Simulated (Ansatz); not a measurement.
`N[SiH2]F` and `N[SiH](F)Cl` differ in one atom or group.

Ansatz, PBE0-D4/def2-TZVP geometries, multiplicity 1. Each molecule was computed in one conformer, which needn't be the lowest.

```
                                        property  `N[SiH2]F`
           HOMO energy (ωB97M-V/def2-TZVPP) / eV      -10.59
            HOMO–LUMO gap (PBE0/def2-TZVPP) / eV        8.72
              HOMO energy (PBE0/def2-TZVPP) / eV       -8.15
               HOMO energy (PBE/def2-TZVPP) / eV       -6.66
           LUMO energy (ωB97M-V/def2-TZVPP) / eV        2.02
size of the dipole moment (B3LYP/def2-TZVPP) / D        1.97
```

Question: Give the same properties after the change, and the shifts. (Best estimate.)

Answer: Ansatz gave: 
| property | `N[SiH](F)Cl` | shift |
| --- | --- | --- |
| HOMO energy (ωB97M-V/def2-TZVPP) / eV | -10.73 | -0.14 |
| HOMO–LUMO gap (PBE0/def2-TZVPP) / eV | 9.00 | 0.28 |
| HOMO energy (PBE0/def2-TZVPP) / eV | -8.33 | -0.18 |
| HOMO energy (PBE/def2-TZVPP) / eV | -6.82 | -0.16 |
| LUMO energy (ωB97M-V/def2-TZVPP) / eV | 2.12 | 0.10 |
| size of the dipole moment (B3LYP/def2-TZVPP) / D | 2.45 | 0.48 |

With PBE0 the HOMO falls by 0.18 eV and the LUMO rises by 0.10 eV, so the gap widens by about 0.28 eV. PBE moves the HOMO by -0.16 eV and ωB97M-V by -0.14 eV. Dipoles are sizes alone; their direction can turn.

B3LYP here is the variant with VWN-RPA as its local correlation; programs differ in this.
